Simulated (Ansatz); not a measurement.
Start from `[F][In]([F])[F]` and change one atom or group to get `[NH2][In]([F])[F]`.

Ansatz, PBE0-D4/def2-TZVP geometries, multiplicity 1. Each molecule was computed in one conformer, which needn't be the lowest.

Elements past krypton have def2 core potentials.

```csv
property,`[F][In]([F])[F]`
HOMO–LUMO gap (PBE0/def2-TZVPP) / eV,7.73
HOMO–LUMO gap (PBE/def2-TZVPP) / eV,4.82
LUMO energy (ωB97M-V/def2-TZVPP) / eV,-1.37
"ideal-gas entropy at 298 K and 1 bar (rigid rotor, harmonic PBE0-D4/def2-TZVP) / J/(mol·K)",310
HOMO energy (ωB97M-V/def2-TZVPP) / eV,-13.63
size of the dipole moment (B3LYP/def2-TZVPP) / D,0.00
```

Task: Give the same properties after the change, and the shifts. (Best estimate.)

Result: Computed: 
```json
{"property": "HOMO–LUMO gap (PBE0/def2-TZVPP) / eV", "`[NH2][In]([F])[F]`": "6.16", "shift": "-1.57"}
{"property": "HOMO–LUMO gap (PBE/def2-TZVPP) / eV", "`[NH2][In]([F])[F]`": "3.80", "shift": "-1.02"}
{"property": "LUMO energy (ωB97M-V/def2-TZVPP) / eV", "`[NH2][In]([F])[F]`": "-0.34", "shift": "1.03"}
{"property": "ideal-gas entropy at 298 K and 1 bar (rigid rotor, harmonic PBE0-D4/def2-TZVP) / J/(mol·K)", "`[NH2][In]([F])[F]`": "336", "shift": "26"}
{"property": "HOMO energy (ωB97M-V/def2-TZVPP) / eV", "`[NH2][In]([F])[F]`": "-10.77", "shift": "2.86"}
{"property": "size of the dipole moment (B3LYP/def2-TZVPP) / D", "`[NH2][In]([F])[F]`": "3.87", "shift": "3.87"}
```

With PBE0 the HOMO rises by 2.73 eV and the LUMO rises by 1.17 eV, so the gap narrows by about 1.56 eV. PBE moves the HOMO by 2.20 eV and ωB97M-V by 2.86 eV. The zero-point energy changes by 61.7 kJ/mol with +6 modes.

B3LYP here is the variant with VWN-RPA as its local correlation; programs differ in this.
